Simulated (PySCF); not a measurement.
Compound: C7H8O3.
SMILES with atom numbers: `[O:1]=[C:2]1[O:3][CH:4]=[CH:5][C@@H:6]1[C@@H:7]1[CH2:8][C@@H:9]1[OH:10]`

Structure used (GFN2-xTB), in Å, numbered top down from 1:
```xyz
18
C7H8O3 angstrom
O      1.1407    0.8941    2.1454
C      1.4520    0.3391    1.1334
O      2.7340    0.2680    0.6925
C      2.7546   -0.4347   -0.4890
C      1.5557   -0.8502   -0.8747
C      0.5550   -0.3878    0.1355
C     -0.5216    0.5216   -0.4280
C     -1.5653    1.0742    0.5027
C     -1.9362    0.0153   -0.4947
O     -2.1801   -1.2855   -0.0659
H      3.7256   -0.5529   -0.9314
H      1.3112   -1.4077   -1.7551
H      0.0555   -1.2269    0.6329
H     -0.1803    1.1581   -1.2346
H     -1.4921    0.7867    1.5401
H     -1.9123    2.0831    0.3459
H     -2.5361    0.3097   -1.3537
H     -2.9691   -1.2978    0.4873
```

Probes without a nucleus sit at each ring's centroid and 1 Å off its mean plane on both sides; NICS is minus the shielding there, NICSzz its component along the normal. Level: GIAO PBE0/pcSseg-1 (PySCF, non-relativistic, gas phase) on the GFN2-xTB geometry, one conformer.

Rings: 1. C2–O3–C4–C5–C6; 2. C7–C8–C9.

```
set  NICS(0)  NICS(1), two faces  NICS(1)zz, two faces
  P     -2.1         -2.9 / -2.6           -4.4 / -2.6
  Q    -39.9         -6.9 / -9.3         -14.0 / -23.9
```

Which set (ppm) belongs to which ring?

P = 1, Q = 2.
- 1 (5-membered ring with O; formal bonds 1 double, 4 single): mean NICS(1)zz -3.5 ppm, shielded. C6 has four or more neighbours; no verdict on aromaticity is drawn.
- 2 (3-membered carbocycle; formal bonds all single): mean NICS(1)zz -18.9 ppm, shielded. C7, C8, C9 have four or more neighbours, and the NICS criterion for π rings isn't applied.

How do the rings differ in shape?

```
ring                   bond lengths (Å)  rms pucker (Å)  HOMA  nearest outside atom to a NICS(1) probe (Å)
   1  1.358, 1.375, 1.326, 1.495, 1.526            0.00     –                                hydrogen 1.89
   2                1.504, 1.501, 1.504            0.00     –                                hydrogen 1.44
```
